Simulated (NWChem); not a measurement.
All runs are NWChem calculations. System: HSi, charge 0, spin multiplicity 2, optimised in this run. The structure started from a generated list of species. Its SCF solution wasn't tested for a lower state. Level: UPBE0/def2-SVP.

The NWChem input:

```
start mol
memory heap 200 mb stack 900 mb global 1100 mb
geometry units angstroms
  Si     0.000000     0.000000     0.101047
  H      0.000000     0.000000    -1.414655
  symmetry group C2v
end
basis spherical
  * library def2-svp
end
dft
  xc pbe0
  odft
  mult 2
  semidirect memsize 60000000 filesize 0
  iterations 100
end
driver
  maxiter 80
end
task dft optimize
task dft freq
```

Part of the output:

```
             Northwest Computational Chemistry Package (NWChem) 7.3.0
             --------------------------------------------------------

                                NWChem Input Module
                                -------------------

 Scaling coordinates for geometry "geometry" by  1.889725989
 (inverse scale =  0.529177249)

 Turning off AUTOSYM since
 SYMMETRY directive was detected!

          ------
          auto-z
          ------

                             Geometry "geometry" -> ""
                             -------------------------

 Output coordinates in angstroms (scale by  1.889725989 to convert to a.u.)

  No.       Tag          Charge          X              Y              Z
 ---- ---------------- ---------- -------------- -------------- --------------
    1 Si                  14.0000     0.00000000     0.00000000     0.10104680
    2 H                    1.0000     0.00000000     0.00000000    -1.41465520

 Effective nuclear repulsion energy (a.u.)       4.8878219373

            Nuclear Dipole moment (a.u.)
            ----------------------------
        X                 Y               Z
 ---------------- ---------------- ----------------
     0.0000000000     0.0000000000     0.0000000000

      Symmetry information
      --------------------

 Group name             C2v
 Group number             16
 Group order               4
 No. of unique centers     2

      Symmetry unique atoms

     1    2


 Summary of "ao basis" -> "" (spherical)
 ------------------------------------------------------------------------------
       Tag                 Description            Shells   Functions and Types
 ---------------- ------------------------------  ------  ---------------------
 *                          def2-svp                  on all atoms

                           NWChem Geometry Optimization
                           ----------------------------

 maximum gradient threshold         (gmax) =   0.000450
 rms gradient threshold             (grms) =   0.000300
 maximum cartesian step threshold   (xmax) =   0.001800
 rms cartesian step threshold       (xrms) =   0.001200
[...]
 Dependent rotation vector no.                    3
  found in ECKART; assuming linear geometry
 Projected Nuclear Hessian trans-rot subspace norm:7.7037D-34
                         (should be close to zero!)

          --------------------------------------------------------
          MASS-WEIGHTED PROJECTED HESSIAN (Hartree/Bohr/Bohr/Kamu)
          --------------------------------------------------------

               1            2            3            4            5            6
   ----- ----- ----- ----- -----
    1    0.00000D+00
    2    0.00000D+00  0.00000D+00
    3    4.43498D-23  1.47833D-23  5.40877D+00
    4    0.00000D+00 -9.73616D-24 -6.23114D-22  0.00000D+00
    5    9.73616D-24  0.00000D+00 -9.49276D-23  5.12974D-23  0.00000D+00
    6   -1.94723D-22 -1.94723D-23 -2.84974D+01  1.33373D-21  5.38623D-22  1.50146D+02

 center of mass
 --------------
 x =   0.00000000 y =   0.00000000 z =   0.11286372

 moments of inertia (a.u.)
 ------------------
           8.240377215059           0.000000000000           0.000000000000
           0.000000000000           8.240377215059           0.000000000000
           0.000000000000           0.000000000000           0.000000000000

 Rotational Constants
 --------------------
 A=   0.000000 cm-1  (  0.000000 K)
 B=   7.305512 cm-1  ( 10.510767 K)
 C=   7.305512 cm-1  ( 10.510767 K)

 Temperature                      =   298.15K
 frequency scaling parameter      =   1.0000

 Linear Molecule

 Zero-Point correction to Energy  =    2.897 kcal/mol  (  0.004617 au)
 Thermal correction to Energy     =    4.378 kcal/mol  (  0.006977 au)
 Thermal correction to Enthalpy   =    4.970 kcal/mol  (  0.007920 au)

 Total Entropy                    =   44.643 cal/mol-K
   - Translational                =   36.010 cal/mol-K (mol. weight =  28.9848)
   - Rotational                   =    8.631 cal/mol-K (symmetry #  =        1)
   - Vibrational                  =    0.001 cal/mol-K

 Cv (constant volume heat capacity) =    4.976 cal/mol-K
   - Translational                  =    2.979 cal/mol-K
   - Rotational                     =    1.986 cal/mol-K
   - Vibrational                    =    0.011 cal/mol-K


 ----------------------------------------------------------------------------
 Normal Eigenvalue ||    Projected Derivative Dipole Moments (debye/angs)
  Mode   [cm**-1]  ||      [d/dqX]             [d/dqY]           [d/dqZ]
 ------ ---------- || ------------------ ------------------ -----------------
    1        0.000 ||      -0.036               0.000             0.000
    2        0.000 ||       0.000              -0.036             0.000
    3        0.000 ||       0.187              -0.000            -0.000
    4        0.000 ||      -0.000               0.188             0.000
    5        0.000 ||       0.000               0.000            -0.000
    6     2027.429 ||      -0.000              -0.000            -2.686
 ----------------------------------------------------------------------------

 ----------------------------------------------------------------------------
 Normal Eigenvalue ||           Projected Infra Red Intensities
  Mode   [cm**-1]  || [atomic units] [(debye/angs)**2] [(KM/mol)] [arbitrary]
 ------ ---------- || -------------- ----------------- ---------- -----------
    1        0.000 ||    0.000055           0.001         0.053       0.010
    2        0.000 ||    0.000055           0.001         0.054       0.011
    3        0.000 ||    0.001522           0.035         1.483       0.289
    4        0.000 ||    0.001535           0.035         1.496       0.291
    5        0.000 ||    0.000000           0.000         0.000       0.000
    6     2027.429 ||    0.312812           7.217       304.944      59.399
 ----------------------------------------------------------------------------

 Task  times  cpu:        2.2s     wall:        2.2s

 Total times  cpu:        2.7s     wall:        2.7s
```
